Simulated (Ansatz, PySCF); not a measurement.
Molecule: sum formula H₂SiO₂Cl (charge 0, doublet). It need not be the lowest isomer of its formula. SMILES: O[Si](O)Cl
Geometry from a B3LYP-D3(BJ)/def2-TZVP (Ansatz, an electronic-structure program) optimisation:
```xyz
6

Si     0.1398    -0.0523     0.5727
Cl    -1.3069    -0.1180    -0.9231
O      0.9411     1.3879     0.5691
O      1.2641    -1.2010     0.2604
H      0.4302     2.1980     0.6574
H      2.1878    -0.9550     0.3806
```
Charge 0, spin multiplicity 2.

Quantity: atomisation energy (electronic, to ground-state atoms), in kcal/mol. Cores are frozen in the correlated levels unless marked. Open shells are spin-unrestricted. No spin-orbit coupling. No relativistic terms. The coupled-cluster limit lacks core correlation, which all-electron functionals hold. CBS(X,Y): correlation extrapolated as X^-3; Hartree-Fock from the larger set.

| level | program | atomisation energy (kcal/mol) |
|---|---|---|
| HF/6-31G | Ansatz | 257.3 |
| HF/def2-TZVPD | PySCF | 363.2 |

**Question.** Estimate the value at CCSD(T)/CBS(cc-pV(T+d)Z,cc-pV(Q+d)Z) as computed with Ansatz.

**Answer.** 529.3 kcal/mol
